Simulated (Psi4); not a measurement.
C$_{3}$H$_{9}$Al (SMILES [CH3][Al]([CH3])[CH3]), singlet, at a GFN2-xTB geometry (such geometries of metal compounds can be far from the true shape); WB97M-V/3-21G (Psi4 1.11).

Psi4 was given this input:
```
memory 2 GB

molecule mol {
0 1
  Al    0.013776    0.005364    0.001119
  C    -1.367121   -1.423289   -0.177128
  H    -1.449591   -1.801698   -1.201667
  H    -2.369334   -1.074526    0.094358
  H    -1.151179   -2.287400    0.460506
  C    -0.160273    1.696227   -1.043094
  H     0.696765    1.872642   -1.701937
  H    -0.231015    2.580975   -0.401292
  H    -1.051819    1.697710   -1.679555
  C     1.568750   -0.257473    1.222865
  H     2.240815    0.607500    1.227244
  H     2.176454   -1.126142    0.947513
  H     1.263117   -0.423591    2.261461
}

set basis 3-21g
set reference rks

energy('wb97m-v')
print_variables()
```

Problem. What does Psi4 print? Leave out banner, timings and long lists.

Solution. 
```
   => Loading Basis Set <=

    Name: 3-21G
    Role: ORBITAL
    Keyword: BASIS

         ---------------------------------------------------------
                                   SCF
               by Justin Turney, Rob Parrish, Andy Simmonett
                          and Daniel G. A. Smith
                              RKS Reference
         ---------------------------------------------------------

  ==> Geometry <==

    Molecular point group: c1
    Full point group: C1

    Geometry (in Angstrom), charge = 0, multiplicity = 1:

       Center              X                  Y                   Z               Mass
    ------------   -----------------  -----------------  -----------------  -----------------
         AL          -0.000007866433     0.000143673489     0.000167031091    26.981538530000
         C           -1.380904866433    -1.428509326511    -0.178079968909    12.000000000000
         H           -1.463374866433    -1.806918326511    -1.202618968909     1.007825032230
         H           -2.383117866433    -1.079746326511     0.093406031091     1.007825032230
         H           -1.164962866433    -2.292620326511     0.459554031091     1.007825032230
         C           -0.174056866433     1.691006673489    -1.044045968909    12.000000000000
         H            0.682981133567     1.867421673489    -1.702888968909     1.007825032230
         H           -0.244798866433     2.575754673489    -0.402243968909     1.007825032230
         H           -1.065602866433     1.692489673489    -1.680506968909     1.007825032230
         C            1.554966133567    -0.262693326511     1.221913031091    12.000000000000
         H            2.227031133567     0.602279673489     1.226292031091     1.007825032230
         H            2.162670133567    -1.131362326511     0.946561031091     1.007825032230
         H            1.249333133567    -0.428811326511     2.260509031091     1.007825032230

  Running in c1 symmetry.

  Rotational constants: A =      0.16060  B =      0.16055  C =      0.08398 [cm^-1]
  Rotational constants: A =   4814.66841  B =   4813.11004  C =   2517.67338 [MHz]
  Nuclear repulsion =  148.981176627397417

  Charge       = 0
  Multiplicity = 1
  Electrons    = 40
  Nalpha       = 20
  Nbeta        = 20

  ==> Algorithm <==

  SCF Algorithm Type is DF.
  DIIS enabled.
  MOM disabled.
  Fractional occupation disabled.
  Guess Type is SAD.
  Energy threshold   = 1.00e-06
  Density threshold  = 1.00e-06
  Integral threshold = 1.00e-12

  ==> Primary Basis <==

  Basis Set: 3-21G
    Blend: 3-21G
    Number of shells: 40
    Number of basis functions: 58
    Number of Cartesian functions: 58
    Spherical Harmonics?: false
    Max angular momentum: 1

  ==> DFT Potential <==

   => LibXC <=

    Version 7.1.2
    S. Lehtola, C. Steigemann, M. J. T. Oliveira, and M. A. L. Marques,  SoftwareX 7, 1–5 (2018) (10.1016/j.softx.2017.11.002)

   => Composite Functional: WB97M-V <=

    wB97M-V Hyb-GGA Exchange-Correlation Functional

    N. Mardirossian and M. Head-Gordon,  J. Chem. Phys. 144, 214110 (2016) (10.1063/1.4952647)

    Deriv               =              1
    GGA                 =           TRUE
    Meta                =           TRUE

    Exchange Hybrid     =           TRUE
    MP2 Hybrid          =          FALSE

   => Exchange-Correlation Functionals <=

    1.0000   wB97M-V exchange-correlation functional

   => Exact (HF) Exchange <=

    0.8500            HF,LR [omega = 0.3000]
    0.1500               HF

   => LibXC Density Thresholds  <==

    XC_HYB_MGGA_XC_WB97M_V:  1.00E-13

   => VV10 Non-Local Parameters <=

    VV10 B              =     6.0000E+00
    VV10 C              =     1.0000E-02

   => Molecular Quadrature <=

    Radial Scheme          =       TREUTLER
    Pruning Scheme         =           NONE
    Nuclear Scheme         =       TREUTLER

    Blocking Scheme        =         OCTREE
    BS radius alpha        =              1
    Pruning alpha          =              1
    Radial Points          =             75
    Spherical Points       =            302
    Total Points           =         280339
    Total Blocks           =           2120
    Max Points             =            256
    Max Functions          =             56
    Weights Tolerance      =       1.00E-15

   => Loading Basis Set <=

    Name: (3-21G AUX)
    Role: JKFIT
    Keyword: DF_BASIS_SCF

  ==> Integral Setup <==

  SCF_SUBTYPE=INCORE selected. In-core MEM_DF algorithm will be used.
  Using in-core AOs.

  ==> MemDFJK: Density-Fitted J/K Matrices <==

    J tasked:                   Yes
    K tasked:                   Yes
    wK tasked:                  Yes
    Omega:                3.000E-01
    Algorithm:                 Core
    Schwarz Cutoff:           1E-12
    Mask sparsity (%):       2.7943
    Fitting Condition:        1E-10

   => Auxiliary Basis Set <=

  Basis Set: (3-21G AUX)
    Blend: DEF2-UNIVERSAL-JKFIT
    Number of shells: 167
    Number of basis functions: 602
    Number of Cartesian functions: 602
    Spherical Harmonics?: false
    Max angular momentum: 4

  Minimum eigenvalue in the overlap matrix is 3.2086429352E-02.
  Reciprocal condition number of the overlap matrix is 7.3403070434E-03.
    Using symmetric orthogonalization.

  ==> Pre-Iterations <==

  SCF Guess: Superposition of Atomic Densities via on-the-fly atomic UHF (no occupation information).

   -------------------------
    Irrep   Nso     Nmo
   -------------------------
     A         58      58
   -------------------------
    Total      58      58
   -------------------------

  ==> Iterations <==

                           Total Energy        Delta E     RMS |[F,P]|

   @DF-RKS iter SAD:  -358.85913921861425   -3.58859e+02   0.00000e+00
   @DF-RKS iter   1:  -359.84702997622992   -9.87891e-01   1.23464e-02 DIIS/ADIIS
   @DF-RKS iter   2:  -359.98712786510754   -1.40098e-01   8.45136e-03 DIIS/ADIIS
   @DF-RKS iter   3:  -360.10791586048578   -1.20788e-01   3.38207e-04 DIIS/ADIIS
   @DF-RKS iter   4:  -360.10840530637779   -4.89446e-04   6.92579e-05 DIIS
   @DF-RKS iter   5:  -360.10842452626815   -1.92199e-05   9.37353e-06 DIIS
   @DF-RKS iter   6:  -360.10842497207267   -4.45805e-07   1.57690e-06 DIIS
   @DF-RKS iter   7:  -360.10842498980401   -1.77313e-08   1.84186e-07 DIIS
  Energy and wave function converged.

  ==> Post-Iterations <==

   Electrons on quadrature grid:
      Ntotal   =   39.9999909320 ; deviation = -9.068e-06

    Orbital Energies [Eh]
    ---------------------

    Doubly Occupied:

       1A    -55.892540     2A    -10.250188     3A    -10.250161
       4A    -10.250157     5A     -4.237227     6A     -2.751976
       7A     -2.745090     8A     -2.745089     9A     -0.787027
      10A     -0.773108    11A     -0.773097    12A     -0.481300
      13A     -0.479736    14A     -0.479722    15A     -0.470339
      16A     -0.470335    17A     -0.469083    18A     -0.462348
      19A     -0.350164    20A     -0.350149

    Virtual:

      21A      0.045984    22A      0.116013    23A      0.162377
      24A      0.162440    25A      0.244545    26A      0.267612
      27A      0.267621    28A      0.273243    29A      0.281318
      30A      0.281335    31A      0.301282    32A      0.332251
      33A      0.332296    34A      0.388328    35A      0.388628
      36A      0.480558    37A      0.480621    38A      0.813572
      39A      0.813608    40A      0.920056    41A      0.942630
      42A      0.944819    43A      0.944896    44A      0.971099
      45A      0.971140    46A      0.984349    47A      1.143191
      48A      1.147545    49A      1.147586    50A      1.162060
      51A      1.162076    52A      1.167880    53A      1.208437
      54A      1.265430    55A      1.265510    56A      1.816522
      57A      1.816561    58A      1.820810

    Final Occupation by Irrep:
              A
    DOCC [    20 ]
    NA   [    20 ]
    NB   [    20 ]

  @DF-RKS Final Energy:  -360.10842498980401

   => Energetics <=

    Nuclear Repulsion Energy =            148.9811766273974172
    One-Electron Energy =                -790.1767770352580555
    Two-Electron Energy =                 308.3552470870613433
    DFT Exchange-Correlation Energy =     -27.4292855106310682
    Empirical Dispersion Energy =           0.0000000000000000
    VV10 Nonlocal Energy =                  0.1612138416263624
    Total Energy =                       -360.1084249898040071

Computation Completed

Properties will be evaluated at   0.000000,   0.000000,   0.000000 [a0]

Properties computed using the SCF density matrix

 Multipole Moments:

 ------------------------------------------------------------------------------------
     Multipole            Electronic (a.u.)      Nuclear  (a.u.)        Total (a.u.)
 ------------------------------------------------------------------------------------

 L = 1.  Multiply by 2.5417464519 to convert [e a0] to [Debye]
 Dipole X            :         -0.0000909            0.0001556            0.0000647
 Dipole Y            :          0.0016050           -0.0015516            0.0000534
 Dipole Z            :          0.0018120           -0.0019705           -0.0001585
 Magnitude           :                                                    0.0001794

 ------------------------------------------------------------------------------------

  Variable Map:
  ----------------------------------------------------------------------------
  "CURRENT ENERGY"              =>    -360.108424989804
  "CURRENT REFERENCE ENERGY"    =>    -360.108424989804
  "DD SOLVATION ENERGY"         =>       0.000000000000
  "DFT FUNCTIONAL TOTAL ENERGY" =>    -360.108424989804
  "DFT TOTAL ENERGY"            =>    -360.108424989804
  "DFT VV10 ENERGY"             =>       0.161213841626
  "DFT XC ENERGY"               =>     -27.429285510631
  "GRID ELECTRONS ALPHA"        =>      19.999995465995
  "GRID ELECTRONS BETA"         =>      19.999995465995
  "GRID ELECTRONS TOTAL"        =>      39.999990931990
  "NUCLEAR REPULSION ENERGY"    =>     148.981176627397
  "ONE-ELECTRON ENERGY"         =>    -790.176777035258
  "PCM POLARIZATION ENERGY"     =>       0.000000000000
  "PE ENERGY"                   =>       0.000000000000
  "SCF ITERATION ENERGY"        =>    -360.108424989804
  "SCF ITERATIONS"              =>       7.000000000000
  "SCF TOTAL ENERGY"            =>    -360.108424989804
  "TWO-ELECTRON ENERGY"         =>     308.355247087061
  "XC GRID RADIAL POINTS"       =>      75.000000000000
  "XC GRID SPHERICAL POINTS"    =>     302.000000000000
  "XC GRID TOTAL POINTS"        =>  280339.000000000000

  Array Variable Map:
  ----------------------------------------------------------------------------
  "CURRENT DIPOLE"              =>       0.000064691483 ... -0.000158528883 1 by 3
  "SCF DIPOLE"                  =>       0.000064691483 ... -0.000158528883 1 by 3
  "SCF TOTAL ENERGIES"          =>    -358.859139218614 ... -360.108424989804 1 by 8
```
